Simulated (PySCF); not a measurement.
**Potential energy of TlIn along the bond**

Set-up: PySCF, scalar-relativistic core potentials, basis sets Tl def2-SVP with ECP60, In def2-SVP with ECP28. Energies in eV from Tl + In in their ground configurations at the same level. All curves are PBE0. state 1: ³Π (triplet), unpaired electrons σ ↑, π ↑; state 2: Ms = 0 determinant of mixed spin (⟨S²⟩ near 1.0), unpaired electrons σ ↑, π ↓, a second solution, started from another occupation; state 3: ³Σ⁻ (triplet), unpaired electrons π ↑↑, a second solution, started from another occupation; state 4: Ms = 0 determinant of mixed spin (⟨S²⟩ near 1.0), unpaired electrons π ↑↓, a mixture of terms (⟨Lz²⟩ = 2.0), a second solution, started from another occupation.

| R (Å) | state 1 | state 2 | state 3 | state 4 |
| --- | --- | --- | --- | --- |
| 2.669 | -0.832 | -0.659 | -0.9045 | -0.7250 |
| 2.794 | -1.055 | -0.880 | -0.9761 | -0.8028 |
| 2.918 | -1.171 | -0.995 | -0.9694 | -0.8019 |
| 3.011 | -1.211 | -1.034 | -0.9322 | -0.7686 |
| 3.104 | -1.221 | -1.043 | -0.8774 | -0.7177 |
| 3.197 | -1.208 | -1.030 | -0.8116 | -0.6554 |
| 3.321 | -1.167 | -0.989 | -0.7145 | -0.5625 |
| 3.477 | -1.089 | -0.912 | -0.5881 | -0.4408 |
| 3.663 | -0.973 | -0.798 | -0.4402 | -0.2974 |
| 3.911 | -0.804 | -0.633 | -0.2611 | -0.1227 |

Q: Put a parabola through the three lowest points of the state 1 curve and estimate Re, k and ωe (reduced mass 73.63 u; 1 eV/Å² = 0.16022 mdyn/Å; ωe = 1302.8·√(k/μ) cm⁻¹).

A: Through R = 3.011, 3.104, 3.197 Å the second-order coefficient is 1.33 eV/Å², so Re ≈ 3.098 Å, k ≈ 0.426 mdyn/Å and ωe ≈ 99 cm⁻¹. A polynomial fit of higher order to the unrounded PBE0 energies gives Re = 3.094 Å, k = 0.419 mdyn/Å, ωe = 98.3 cm⁻¹; anharmonicity and rounding make the difference.

The higher-order fit for each curve: state 1: Re = 3.094 Å, ωe = 98.3 cm⁻¹, De = 1.22 eV; state 2: Re = 3.092 Å, ωe = 98.0 cm⁻¹, minimum 1.04 eV below the ground-state fragments; state 3: Re = 2.840 Å, ωe = 124 cm⁻¹, minimum 0.98 eV below the ground-state fragments; state 4: Re = 2.851 Å, ωe = 121 cm⁻¹, minimum 0.81 eV below the ground-state fragments.

Closed-shell solutions of metal pairs were not tested for spin polarisation, which can lower them a little. Spin–orbit coupling is left out, which matters for elements this heavy, above all for dissociation energies. The state is the lowest determinant that a PBE0 search found; another state may lie lower at other levels.
